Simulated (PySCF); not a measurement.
**[Ce(NH)Cl]+ at several levels of theory**

Computed with PySCF 2.14.0 (density fitting, no spin-orbit coupling) at the geometry relaxed with TPSS:

```xyz
4
[Ce(NH)Cl]+ (singlet)
Ce    0.3163    0.0000   -0.6382
N     1.8556    0.0000    0.4534
H     2.5939    0.0000    1.1736
Cl   -1.5152    0.0000    1.0198
```

| level | basis | state | HOMO (eV) | gap (eV) | charge on Ce1 (e) | population of f-type functions on Ce1 (polarisation alone where 4f lies in the core) | dipole about the centre of mass (D) | largest force component (eV/Å) |
| --- | --- | --- | --- | --- | --- | --- | --- | --- |
| TPSS | Ce lcecp-2-SVP with ECP46, N def2-SVP, H def2-SVP, Cl def2-SVP | singlet | – | – | 1.29 | 0.10 | 5.36 | 0.01 |
| BLYP | the same | singlet | – | – | 1.17 | 0.10 | 4.96 | 0.38 |
| TPSSh | the same | singlet | – | – | 1.34 | 0.11 | 5.57 | 0.33 |
| revPBE | the same | singlet | – | – | 1.23 | 0.11 | 5.09 | 0.12 |
| TPSS | Ce lcecp-2-TZVP with ECP46, N def2-TZVP, H def2-TZVP, Cl def2-TZVP | singlet | – | – | 1.58 | 0.10 | 5.27 | 0.30 |
| TPSS | Ce x2c-SVPall, N x2c-SVPall, H x2c-SVPall, Cl x2c-SVPall | singlet | -11.70 | 1.26 | 1.04 | 1.19 | 4.97 | 1.03 |

In the lcecp rows the 4f levels are missing from HOMO and gap, and the state counts the valence alone.

Charges are Mulliken's, which hang on the basis. The relaxation used the grid (50, 194), these runs (75, 302) or, all-electron (x2c bases, spin-free X2C Hamiltonian), (99, 590).

Problem. What does PBE0 with Ce lcecp-2-SVP with ECP46, N def2-SVP, H def2-SVP, Cl def2-SVP give here?

Solution. state singlet, charge on Ce1 (e) 1.35, population of f-type functions on Ce1 (polarisation alone where 4f lies in the core) 0.11, dipole about the centre of mass (D) 5.64, largest force component (eV/Å) 0.97. Time: 2 s on 2 threads of Arm Neoverse V2 (shared host), from an already converged density.

No frequency check is given that shows the relaxed geometry to be a minimum.
